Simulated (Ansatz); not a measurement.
Ansatz (a program for electronic structure) input:
A basis named .json is the Basis Set Exchange file of that set.

Ansatz 0.2 input:
```yaml
crystal:
  periodic: [false, false, false]
  atoms:
    - {symbol: C, position_ang: [3.71639319, -0.18083908, 0.22940630]}
    - {symbol: C, position_ang: [2.35372750, -0.76725058, 0.19243264]}
    - {symbol: C, position_ang: [1.24729237, 0.25365020, -0.08098737]}
    - {symbol: C, position_ang: [-0.14945728, -0.35899558, -0.08199050]}
    - {symbol: C, position_ang: [-1.25480399, 0.66871786, -0.35037616]}
    - {symbol: C, position_ang: [-2.61931056, 0.05519518, -0.39513685]}
    - {symbol: C, position_ang: [-3.61989091, 0.35042736, 0.42459188]}
    - {symbol: H, position_ang: [3.86414228, 0.85588384, 0.50233549]}
    - {symbol: H, position_ang: [4.59419834, -0.80004221, 0.10624809]}
    - {symbol: H, position_ang: [2.31129759, -1.56746334, -0.55620643]}
    - {symbol: H, position_ang: [2.13448154, -1.26923957, 1.15024740]}
    - {symbol: H, position_ang: [1.43587863, 0.73805738, -1.04427544]}
    - {symbol: H, position_ang: [1.29736621, 1.04507002, 0.67461778]}
    - {symbol: H, position_ang: [-0.34050276, -0.84452452, 0.88011509]}
    - {symbol: H, position_ang: [-0.20022836, -1.14957291, -0.83850828]}
    - {symbol: H, position_ang: [-1.22680251, 1.44878055, 0.41576707]}
    - {symbol: H, position_ang: [-1.04747521, 1.16076031, -1.30818474]}
    - {symbol: H, position_ang: [-2.77215114, -0.70246518, -1.16067686]}
    - {symbol: H, position_ang: [-3.51094290, 1.09700288, 1.20369912]}
    - {symbol: H, position_ang: [-4.58296345, -0.13767928, 0.34718182]}
basis:
  gaussian:
    orbitals: def2-QZVPP.json
hamiltonian:
  xc: {name: PBE0}
magnetization: {spin_polarized: true, initial_magnetization: 1}
```

Predict the final energy.

-274.26041 Eh (PBE0/def2-QZVPP). The basis has 789 functions.

It need not be the lowest isomer of its formula.
